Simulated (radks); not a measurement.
Initial-state core-level shifts of neutral cobalt when its valence configuration changes from [Ar] 3d7 4s2. Calculated with a radial shooting solver on a logarithmic mesh with Libxc functionals: Dirac Kohn-Sham, PBE, spin-unpolarised, spherical densities, finite nucleus; open shells are shared between the two j in proportion to 2j + 1; Fermi nuclear charge, rms radius 3.7875 fm. Shifts are changes of the shell-averaged eigenvalues in eV (positive: less bound); the change of the density at the nucleus, which sets a Mossbauer isomer shift, is in e/bohr^3, on a base of 1.724e+04.

[
 {"valence": "3d8 4s1", "1s": "+4.708", "2p": "+5.241", "3s": "+4.798", "3p": "+4.662", "density at nucleus": "-8.826"},
 {"valence": "3d9", "1s": "+7.555", "2p": "+8.426", "3s": "+7.850", "3p": "+7.632", "density at nucleus": "-14.817"},
 {"valence": "3d6 4s2 4p1", "1s": "-8.162", "2p": "-8.856", "3s": "-7.958", "3p": "-7.765", "density at nucleus": "+5.753"},
 {"valence": "3d7.5 4s1 4p0.5", "1s": "+1.588", "2p": "+1.941", "3s": "+1.611", "3p": "+1.530", "density at nucleus": "-7.592"},
 {"valence": "3d8 4p1", "1s": "+2.879", "2p": "+3.547", "3s": "+2.971", "3p": "+2.818", "density at nucleus": "-14.466"},
 {"valence": "3d7.5 4s1.5", "1s": "+2.575", "2p": "+2.869", "3s": "+2.595", "3p": "+2.520", "density at nucleus": "-4.843"},
 {"valence": "3d6.5 4s2 4p0.5", "1s": "-3.949", "2p": "-4.260", "3s": "-3.893", "3p": "-3.805", "density at nucleus": "+2.739"},
 {"valence": "3d7 4s1 4p1", "1s": "-1.870", "2p": "-1.772", "3s": "-1.860", "3p": "-1.865", "density at nucleus": "-6.083"},
 {"valence": "3d5 4s2 4p2", "1s": "-17.385", "2p": "-19.043", "3s": "-16.560", "3p": "-16.124", "density at nucleus": "+12.615"}
]
